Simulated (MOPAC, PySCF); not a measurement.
C2H8Si2, SMILES `[SiH3]/C=C/[SiH3]`, neutral singlet in the gas phase. 

Cartesian coordinates (Å):
```xyz
12

Si    -2.2980     0.1387    -0.1967
C     -0.5414    -0.1705     0.3547
C      0.5414     0.1686    -0.3556
Si     2.2980    -0.1389     0.1966
H     -3.0010     1.0128     0.7745
H     -2.2798     0.7909    -1.5270
H     -3.0486    -1.1385    -0.2800
H     -0.3931    -0.6573     1.3187
H      0.3931     0.6577    -1.3185
H      2.2794    -0.8171     1.5139
H      3.0111    -0.9881    -0.7891
H      3.0390     1.1417     0.3086
```
Charge 0, multiplicity 1.

All levels are single points at this geometry (B3LYP-D3(BJ)/def2-TZVP); Pople sets use spherical d functions. Orbital energies aren't observables, and empty levels follow the basis.

B3LYP/6-311+G** in PySCF gives HOMO (eV) = -7.80.

Estimate the HOMO (eV) from each of these levels: B3LYP-D3(BJ)/def2-TZVP in PySCF; B3LYP/3-21G in PySCF; HF/3-21G in PySCF; PM6 in MOPAC; PM7 in MOPAC.


| level | HOMO (eV) |
|---|---|
| B3LYP-D3(BJ)/def2-TZVP in PySCF | -7.82 |
| B3LYP/3-21G in PySCF | -7.58 |
| HF/3-21G in PySCF | -10.34 |
| PM6 in MOPAC | -9.91 |
| PM7 in MOPAC | -10.52 |
